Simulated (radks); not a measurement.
Q: The mean radii <r> (bohr) of the occupied orbitals of an atom or ion are listed with their occupations. Calculated with a radial shooting solver on a logarithmic mesh with Libxc functionals: Dirac Kohn-Sham, exchange-only PBE, spin-unpolarised, spherical densities, point nucleus.

| orbital | occ. | <r> |
|---|---|---|
| 1s1/2 | 2 | 0.01773 |
| 2s1/2 | 2 | 0.07424 |
| 2p1/2 | 2 | 0.06130 |
| 2p3/2 | 4 | 0.06949 |
| 3s1/2 | 2 | 0.1933 |
| 3p1/2 | 2 | 0.1835 |
| 3p3/2 | 4 | 0.1986 |
| 3d3/2 | 4 | 0.1734 |
| 3d5/2 | 6 | 0.1781 |
| 4s1/2 | 2 | 0.4317 |
| 4p1/2 | 2 | 0.4357 |
| 4p3/2 | 4 | 0.4693 |
| 4d3/2 | 4 | 0.4825 |
| 4d5/2 | 6 | 0.4938 |
| 5s1/2 | 2 | 1.000 |
| 5p1/2 | 2 | 1.086 |
| 4f5/2 | 6 | 0.5512 |
| 4f7/2 | 8 | 0.5592 |
| 5p3/2 | 4 | 1.178 |
| 5d3/2 | 1.6 | 1.528 |
| 5d5/2 | 2.4 | 1.568 |

Name the element and its charge. Open shells, if any, are shared by 2j + 1.

A: Z = 76, osmium, charge +4: Os4+ in [Xe] 4f14 5d4. The 1s radius gives Z: for a bare nucleus <r> = (2 gamma + 1)/(2Z) with gamma = sqrt(1 - (Z/c)^2), 0.01753 bohr for Z = 76, and screening makes it slightly larger (0.01773 here). The occupations add up to 72, and the charge is Z minus that.
